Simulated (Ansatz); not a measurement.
CH7GeNSi (`[SiH3][CH]1[NH][GeH2]1`), 11 atoms. Total charge 0; spin multiplicity 1. Correlated methods include outer-core shells of Ge, which these sets cover unevenly. Scalar relativity is left out up to krypton. All runs use 4 threads of a server CPU on a shared host. Correlated methods freeze the cores.

Task: Give the basis size and wall time and peak host memory of each of these runs in Ansatz. RKS ωB97M-V/def2-SVP energy; RKS PBE0-D4/def2-TZVP frequencies; direct RPA on PBE orbitals/def2-TZVPP energy; RHF-CCSD(T)/def2-SVP energy; RKS PBE0-D4/def2-SVP energy; RHF-MP2/def2-QZVPP energy; RKS PBE0-D4/def2-TZVPP energy; RKS r2SCAN0-D4/def2-TZVPP energy; RKS B97M-V/def2-TZVPP energy; RKS PBE0-D4/def2-QZVPP energy; RKS PBE0-D4/def2-TZVP relaxation (7 steps); RHF-CCSD(T)/def2-TZVPP energy. (Estimate.)

Result: Ansatz gave: Other jobs shared the machine, so times are rough.

```json
{"level": "RKS PBE0-D4/def2-SVP", "job": "energy", "functions": "113", "wall time": "1.4 s", "peak host memory (GiB)": "0.25"}
{"level": "RKS PBE0-D4/def2-TZVPP", "job": "energy", "functions": "250", "wall time": "3.8 s", "peak host memory (GiB)": "0.69"}
{"level": "direct RPA on PBE orbitals/def2-TZVPP", "job": "energy", "functions": "250", "wall time": "5.5 s", "peak host memory (GiB)": "0.68"}
{"level": "RKS r2SCAN0-D4/def2-TZVPP", "job": "energy", "functions": "250", "wall time": "6.5 s", "peak host memory (GiB)": "0.72"}
{"level": "RKS ωB97M-V/def2-SVP", "job": "energy", "functions": "113", "wall time": "6.5 s", "peak host memory (GiB)": "0.38"}
{"level": "RHF-CCSD(T)/def2-SVP", "job": "energy", "functions": "113", "wall time": "7.5 s", "peak host memory (GiB)": "0.54"}
{"level": "RKS B97M-V/def2-TZVPP", "job": "energy", "functions": "250", "wall time": "10 s", "peak host memory (GiB)": "0.43"}
{"level": "RKS PBE0-D4/def2-QZVPP", "job": "energy", "functions": "483", "wall time": "11 s", "peak host memory (GiB)": "2"}
{"level": "RHF-MP2/def2-QZVPP", "job": "energy", "functions": "483", "wall time": "28 s", "peak host memory (GiB)": "3.1"}
{"level": "RKS PBE0-D4/def2-TZVP", "job": "relaxation (7 steps)", "functions": "189", "wall time": "30 s", "peak host memory (GiB)": "0.52"}
{"level": "RKS PBE0-D4/def2-TZVP", "job": "frequencies", "functions": "189", "wall time": "2.6 min", "peak host memory (GiB)": "0.53"}
{"level": "RHF-CCSD(T)/def2-TZVPP", "job": "energy", "functions": "250", "wall time": "3 min", "peak host memory (GiB)": "5.2"}
```
